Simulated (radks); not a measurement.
Results of a calculation; reference values are marked as such.
All-electron atom: Rb30+ in [He] 2s2 2p3. Code: a radial shooting solver on a logarithmic mesh with Libxc functionals. Model: scalar-relativistic Kohn-Sham, PBE, spin-unpolarised, spherical densities, point nucleus.

Radial electron density D(r) = 4 pi r^2 rho(r):

r (bohr),D(r) (e/bohr)
0.001499,1.116
0.00165,1.328
0.001816,1.578
0.001999,1.873
0.0022,2.220
0.002422,2.627
0.002666,3.104
0.002935,3.660
0.00323,4.308
0.003556,5.058
0.003914,5.926
0.004309,6.923
0.004743,8.065
0.005221,9.364
0.005747,10.83
0.006326,12.48
0.006963,14.33
0.007665,16.36
0.008437,18.58
0.009287,20.99
0.01022,23.56
0.01125,26.26
0.01239,29.04
0.01363,31.85
0.01501,34.61
0.01652,37.23
0.01819,39.61
0.02002,41.63
0.02204,43.18
0.02426,44.16
0.0267,44.48
0.02916,44.14
0.03209,43.07
0.03533,41.31
0.03889,38.99
0.0428,36.26
0.04712,33.37
0.05186,30.61
0.05709,28.26
0.06284,26.57
0.06917,25.74
0.07614,25.83
0.08382,26.76
0.09226,28.29
0.1016,30.04
0.1118,31.57
0.1231,32.39
0.1355,32.15
0.1491,30.61
0.1641,27.80
0.1807,23.94
0.1989,19.44
0.2189,14.82
0.241,10.54
0.2652,6.950
0.292,4.220
0.3214,2.342
0.3538,1.177
0.3894,0.5306
0.4286,0.2123
0.4718,0.07452
0.5194,0.02266
0.5717,0.005884

D(r) has 2 maxima, at r = 0.0265, 0.127 bohr, and minima at 0.0720 bohr, inside which lie 2.24 electrons.
